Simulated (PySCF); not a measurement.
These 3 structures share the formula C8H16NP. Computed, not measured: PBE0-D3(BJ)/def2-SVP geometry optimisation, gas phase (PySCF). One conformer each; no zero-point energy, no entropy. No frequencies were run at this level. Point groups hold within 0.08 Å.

Question: Rank from lowest to highest electronic energy at this level (kcal/mol).
A. `[CH2:1]=[CH:2][P:3]([CH:4]=[CH2:5])[NH:6][C:7]([CH3:8])([CH3:9])[CH3:10]` with C1–C2–P3–C4 114°, C2–P3–C4–C5 128°, C2–P3–N6–C7 131°
B. `[CH2:1]=[CH:2][P:3]([CH:4]1[CH2:5][CH2:6]1)[N:7]([CH3:8])[CH2:9][CH3:10]` with C1–C2–P3–C4 -121°, C2–P3–C4–C5 156°, C2–P3–N7–C8 161°, P3–N7–C9–C10 155°
C. `[CH3:1][N:2]=[P@:3]12[CH2:4][CH2:5][CH2:6][C@H:7]1[CH2:8][CH2:9][CH2:10]2` with N2–P3–C4–C5 -110°, P3–C4–C5–C6 -43°, C4–C5–C6–C7 48°, C5–C6–C7–C8 -143°

Answer: C (0.0), A (26.2), B (38.2).

As drawn, the highest has a three-membered ring and a C=C bond outside aromatic rings, which the lowest lacks.

```csv
SMILES,E (Eh),E rel (kcal/mol),dipole (D),point group,"A, B, C (MHz)"
CN=[P@]12CCC[C@H]1CCC2,-709.66053,0.0,3.39,C1,"1514, 1129, 858.3"
C=CP(C=C)NC(C)(C)C,-709.61873,26.2,1.18,C1,"1467, 804.4, 611.6"
C=CP(C1CC1)N(C)CC,-709.59959,38.2,0.75,C1,"1519, 835.4, 585.5"
```

How do the relative energies change in single points at PBE0/pcSseg-1 (no added dispersion term) on the same geometries?

| SMILES | PBE0-D3(BJ)/def2-SVP (kcal/mol) | PBE0/pcSseg-1 (kcal/mol) | shift |
| --- | --- | --- | --- |
| CN=[P@]12CCC[C@H]1CCC2 | 0.0 | 0.0 | 0.0 |
| C=CP(C=C)NC(C)(C)C | 26.2 | 21.8 | -4.4 |
| C=CP(C1CC1)N(C)CC | 38.2 | 35.0 | -3.2 |

Each column counts from its own lowest isomer. The order is unchanged; the largest shift is 4.4 kcal/mol.
